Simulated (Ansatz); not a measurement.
`[GeH3][SiH2][GeH2][GeH3]`. The species carries charge 0 and has multiplicity 1.

```
atom   x (Å)   y (Å)   z (Å)
 Ge1  -2.104   0.972   0.616
 Si2  -0.570  -0.654   1.429
 Ge3   0.837  -1.383  -0.345
 Ge4   1.906   0.524  -1.393
  H5  -2.915   0.398  -0.557
  H6  -3.084   1.422   1.714
  H7  -1.337   2.207   0.112
  H8  -1.313  -1.803   2.017
  H9   0.270  -0.045   2.497
 H10  -0.008  -2.123  -1.400
 H11   1.910  -2.359   0.171
 H12   0.840   1.441  -2.015
 H13   2.876   0.075  -2.499
 H14   2.691   1.330  -0.345
```

(1) List the harmonic frequencies (cm⁻¹, unscaled) at PBE0-D4/def2-TZVP in Ansatz. (Best estimate.)

(2) Is this a minimum?

(3) Give the ideal-gas thermochemistry at 298.15 K and 1 bar (rigid rotor, harmonic oscillator; point group C1, symmetry number 1).

(4) And at 400, 500, 600, 800 and 1000 K?

## Answers

(1) Ansatz gave: 18, 56, 64, 91, 99, 260, 295, 322, 338, 389, 422, 437, 481, 513, 615, 637, 670, 718, 800, 804, 858, 882, 882, 883, 884, 921, 2125, 2134, 2142, 2145, 2150, 2151, 2155, 2156, 2206, 2218.

(2) Yes, all 36 modes are real.

(3) Zero-point energy 208.9 kJ/mol; H(298) − E = 239.9 kJ/mol; entropy 455.8 J/(mol·K), of which translation 178.0, rotation 130.0, vibration 147.7; G(298) − E = 104.0 kJ/mol. Modes under 100 cm⁻¹ are hindered rotations or soft bends, so the harmonic entropy is rough.

(4) 
```csv
T (K),H − E (kJ/mol),S (J/mol/K),G − E (kJ/mol)
400,258.2,508.4,54.9
500,278.6,553.8,1.7
600,300.9,594.4,-55.7
800,350.0,664.8,-181.9
1000,403.5,724.4,-320.9
```
